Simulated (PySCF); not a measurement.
A small calculation by hand: oscillator strength and radiative lifetime

C4H4, SMILES C=C1C=C1.

Coordinates come from a B3LYP-D3(BJ)/def2-SVP optimisation.

TDDFT-LC-ωPBE/def2-SVPD (PySCF) puts the first singlet state with f over 0.02 at 5.03 eV (vertical), with the transition dipole (0.000, -0.404, 0.000) in atomic units.

Q: Find the oscillator strength, the wavelength and the radiative lifetime that this transition would have in vacuum if emission retraced absorption.

A: 
|μ|² = 0.1632 au, so |μ| = 1.03 D. ΔE = 5.03/27.211 = 0.1848 hartree. f = (2/3) ΔE |μ|² = 0.020 (the program prints 0.020).
λ = 1239.84/5.03 = 246 nm; ν = 40570 cm⁻¹.
Einstein's coefficient A = 0.6670 ν² f s⁻¹ (ν in cm⁻¹) = 2.2e7 s⁻¹, so τ = 1/A = 45 ns. This state is S1. The figure is the radiative limit of this one transition; relaxation, internal conversion, crossing to triplets and a medium change what is measured.
